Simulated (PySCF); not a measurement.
Be(Me) (CH3Be), SMILES [Be+][CH3], charge +1.

The structure is a stationary point at PBE-D3(BJ)/def2-TZVPD. The multiplicity is an assumed one; other spin states were not compared. The isomer is the one that the SMILES or the coordinates give; other isomers of the formula were not compared.

The numbers are results of TDA-PBE0/def2-TZVPD (PySCF 2.14.0), not measurements.

Vertical excitations; the highest root listed may be one member of a degenerate set. Gas-phase values at a fixed geometry. State labels are in the subgroup Cs.

| state | symmetry | energy (eV) | λ (nm) | f | main pairs |
|---|---|---|---|---|---|
| S1 | A' | 4.53 | 274 | 0.185 | HOMO→LUMO 97 % |
| S2 | A" | 5.60 | 221 | 0.011 | HOMO−1→LUMO (degenerate set) |
| S3 | A' | 5.60 | 221 | 0.011 | HOMO−2→LUMO (degenerate set) |
| S4 | A' | 6.97 | 178 | 0.155 | HOMO→LUMO+1 (degenerate set) |
| S5 | A" | 6.97 | 178 | 0.155 | HOMO→LUMO+2 (degenerate set) |
| S6 | A" | 8.29 | 150 | 0.000 | HOMO−1→LUMO+1 50 %, HOMO−2→LUMO+2 50 % |
| S7 | A' | 8.39 | 148 | 0.012 | HOMO−2→LUMO+1, HOMO−1→LUMO+2 (degenerate set) |
| S8 | A" | 8.39 | 148 | 0.012 | HOMO−2→LUMO+2, HOMO−1→LUMO+1 (degenerate set) |
| S9 | A' | 9.34 | 133 | 0.382 | HOMO−1→LUMO+2 46 %, HOMO−2→LUMO+1 46 % |
| S10 | A' | 10.20 | 122 | 0.013 | HOMO→LUMO+3 99 % |
| T1 | A' | 3.01 | 412 | 0 | HOMO→LUMO 99 % |
| T2 | A" | 5.30 | 234 | 0 | HOMO−1→LUMO, HOMO→LUMO+2 (degenerate set) |
| T3 | A' | 5.30 | 234 | 0 | HOMO−2→LUMO, HOMO→LUMO+1 (degenerate set) |
| T4 | A" | 5.67 | 219 | 0 | HOMO→LUMO+2 70 %, HOMO−1→LUMO 29 % |
Triplets are in the Tamm–Dancoff approximation.
